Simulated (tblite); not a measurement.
Here is a computed GFN2-xTB geometry (Å):
```
atom  x, y, z in Å
C1    -3.1069   -0.2936   -0.0049
C2    -2.0984    0.5322    0.2015
C3    -0.8606    0.5674   -0.6313
P4     0.5248    0.1325    0.4793
O5     0.6720    0.8629    1.7365
O6     0.3881   -1.4456    0.6878
C7     2.0137    0.2888   -0.6075
F8     1.9140    1.0089   -1.7312
C9     3.1641   -0.2285   -0.2105
F10    4.3428   -0.1784   -0.8013
F11    3.2235   -0.9359    0.9089
H12   -3.1086   -0.9951   -0.8231
H13   -3.9776   -0.2936    0.6272
H14   -2.1087    1.2283    1.0294
H15   -0.6717    1.5731   -1.0140
H16   -0.9042   -0.1407   -1.4578
H17    0.5867   -1.6706    1.6010
```

Charge 0, singlet.

(1) Which heavy atoms are bonded, and with what formal order?

(2) Write the SMILES.

(3) Name the point group.

(4) Describe the place of each heavy atom.

(5) What is the arrangement about C9?

(6) What is the arrangement about C7?

## Answers

(1) C1–C2 1.32 Å (double); C2–C3 1.49 Å (single); C3–P4 1.83 Å (single); P4–O5 1.46 Å (double); P4–O6 1.60 Å (single); P4–C7 1.85 Å (single); C7–F8 1.34 Å (single); C7–C9 1.32 Å (double); C9–F10 1.32 Å (single); C9–F11 1.33 Å (single). Bonds to hydrogen (Å): C1–H12 1.08; C1–H13 1.08; C2–H14 1.08; C3–H15 1.09; C3–H16 1.09; O6–H17 0.96. The orders are those of one drawing; other resonance forms can be drawn.

(2) `C=CC[P@@](=O)(O)C(F)=C(F)F`, C5H6F3O2P. Among its features: C=C double bond, C–F bond and P=O bond.

(3) C1 (no symmetry element, even within 0.4 Å).

(4) C1: terminal =CH2 carbon; C2: alkene CH carbon; C3: sp3 carbon bound to phosphorus; P4: phosphoryl phosphorus; O5: phosphoryl oxygen; O6: hydroxyl oxygen; C7: vinylic C–F carbon; F8: vinyl fluorine; C9: =CF2 carbon; F10: vinyl fluorine; F11: vinyl fluorine.

(5) It has 3 neighbours (C7, F10, F11) and is planar (angles 128.9°, 120.1° and 111.0°, sum 360.0°, 0.01 Å off the plane of its three neighbours).

(6) It has 3 neighbours (P4, F8, C9) and is planar (angles 121.8°, 119.4° and 118.6°, sum 359.8°, 0.04 Å off the plane of its three neighbours).
